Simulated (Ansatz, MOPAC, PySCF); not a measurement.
Stepwise substitution at one centre (Ga Cl-H). Isolated molecules, 0 K electronic values unless said otherwise. Strings in code marks are SMILES.

Quantity: vertical ionisation energy (energy after one electron is removed minus that of the parent at the parent's geometry), in eV.

Level 1: frozen-core MP2/cc-pVTZ // PBE-D3(BJ)/def2-TZVP (Ansatz, an electronic-structure program)
Level 2: minus the HOMO energy of AM1 // PBE-D3(BJ)/def2-TZVP (MOPAC)
Level 3: minus the HOMO energy of HF/STO-3G // PBE-D3(BJ)/def2-TZVP (PySCF)
Level 4: minus the HOMO energy of PM6 // PBE-D3(BJ)/def2-TZVP (MOPAC)

```json
[
 {"species": "`[GaH3]`", "level 1": "[?]", "level 2": "10.13", "level 3": "6.83", "level 4": "[?]"},
 {"species": "`[Cl][GaH][Cl]`", "level 1": "11.88", "level 2": "11.64", "level 3": "9.49", "level 4": "11.28"},
 {"species": "`[Cl][GaH2]`", "level 1": "[?]", "level 2": "11.27", "level 3": "8.45", "level 4": "10.83"}
]
```

Task: Complete the blanks.

Result: 
- `[GaH3]`, level 1: 11.37
- `[GaH3]`, level 4: 12.25
- `[Cl][GaH2]`, level 1: 11.34
